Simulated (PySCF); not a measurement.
Work out the structure from these simulated measurements.

Formula: C4H10BF2NSi.

| Item | Value |
| --- | --- |
| NMR, other nuclei | isotropic shieldings of nuclei other than C and H, by class: 69 (1 B), 247 (1 N), 194 (2 F), 420 (1 Si) ppm [GIAO PBE0/pcSseg-1] |
| Rotational structure | rotational constants A, B, C: 3.013, 0.704, 0.586 GHz [PBE0-D3(BJ)/def2-SVP] |
| Valence photoelectron | vertical ionisation energy: 8.19 eV [ΔSCF CAM-B3LYP/def2-SVPD] |
| Polarisability | 93.3 au [CAM-B3LYP/def2-SVPD] |
| 13C NMR | chemical shifts (computed TMS as zero) by class: 51.7 (2 C), 30.5 (2 C) ppm [GIAO PBE0/pcSseg-1] |
| UV, first state | lowest singlet excitation: 4.88 eV (254 nm, f = 0.016) [TDDFT CAM-B3LYP/def2-SVPD] |
| Dipole | 2.21 D [CAM-B3LYP/def2-SVPD] |
| UV, strongest line | among the 10 lowest singlet transitions: S4 at 6.65 eV (187 nm, f = 0.038) [TDDFT CAM-B3LYP/def2-SVPD] |
| Triplet | lowest triplet excitation (Tamm–Dancoff): 4.68 eV [TDA CAM-B3LYP/def2-SVPD] |
| 1H NMR | chemical shifts (computed TMS as zero) by class: 4.70 (2 H), 3.02 (4 H), 1.65 (4 H) ppm [GIAO PBE0/pcSseg-1] |

The electronic properties come from PySCF, for the isolated species, density fitting. Levels stand in brackets. Isolated species at its PBE0-D3(BJ)/def2-SVP geometry (one conformer only). Each NMR value is the plain mean over a class of atoms that symmetry, rotation or inversion makes alike.

Question: Give a SMILES that accounts for the data.

Answer: Numbering: `[F:1][B:2]([F:3])[SiH2:4][N:5]1[CH2:6][CH2:7][CH2:8][CH2:9]1`. 4 carbons fall into 2 classes; from least to most shielded: ring sp3 carbon bound to nitrogen [C6/C9] (51.7 ppm, 2 C), ring CH2 carbon [C7/C8] (30.5 ppm, 2 C). Hydrogen classes from least to most shielded: 2 H on an SiH2 silicon, Si4 (4.70 ppm), 4 H on 2 like atoms (sp3 carbon bound to nitrogen), C6/C9 (3.02 ppm), 4 H on 2 ring CH2 carbons, C7/C8 (1.65 ppm). The other shieldings belong to: 69 ppm, three-coordinate boron [B2]; 247 ppm, silicon-bound nitrogen [N5]; 194 ppm, boron-bound fluorine [F1/F3]; 420 ppm, SiH2 silicon [Si4]. The first electron is taken from the HOMO, whose largest Löwdin shares are 0.52 on the silicon-bound nitrogen, 0.09 on each of 2 atoms of one kind (sp3 carbon bound to nitrogen) and 0.07 on the SiH2 silicon. The optimised geometry has point group C1 and is an asymmetric top. Structure: `[SiH2](B(F)F)N1CCCC1`. The assignments are read from this structure; whether some other isomer fits the data as well wasn't checked.
